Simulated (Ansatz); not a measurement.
Calculated with Ansatz (gas phase, PBE0-D4/def2-TZVP geometries, no zero-point term in ΔE). CCSD(T)/CBS is the MP2 limit (def2-TZVPP, def2-QZVPP) plus CCSD(T) − MP2 in def2-TZVPP, frozen cores. This one scheme is used for every species. Triplets are unrestricted, without spin–orbit coupling. One conformer a species, not always the lowest.

Consider the formal loss of a carbene: `CC[SiH](F)[SiH3]` → `C[SiH](F)[SiH3]` + `[CH2]` (triplet).

| species | HF/def2-SVP energy (Eh) |
| --- | --- |
| `CC[SiH](F)[SiH3]` | -758.01874 |
| `C[SiH](F)[SiH3]` | -719.01548 |
| `[CH2]` (triplet) | -38.89439 |

Question: Work out ΔE.

Answer: ΔE = (-719.01548) + (-38.89439) − (-758.01874) = 0.10887 Eh = +285.8 kJ/mol. CCSD(T)/CBS gives +424.7 kJ/mol.

Question: What do rigid-rotor, harmonic-oscillator terms from PBE0-D4/def2-TZVP frequencies (298.15 K, 1 bar) make of the CCSD(T)/CBS value? (Estimate.)

Answer: The calculation gave: ΔZPE = -30.5 kJ/mol, ΔH = +400.6 kJ/mol, ΔS = 162 J/(mol·K), ΔG = +352.4 kJ/mol. Open shells count their whole term as degenerate.

Largest T1 diagnostic among the species: 0.012.

The D4 term adds +10.8 kJ/mol with B3LYP and +5.9 kJ/mol with PBE0; it sums over pairs of atoms, weighted by their polarisabilities, and B3LYP, whose exchange is more repulsive, gets the larger term. From r2SCAN to r2SCAN0 (25 % exact exchange), in def2-TZVPP and without D4, ΔE moves by −3.7 kJ/mol.

B3LYP here is the variant with VWN-RPA as its local correlation; programs differ in this.
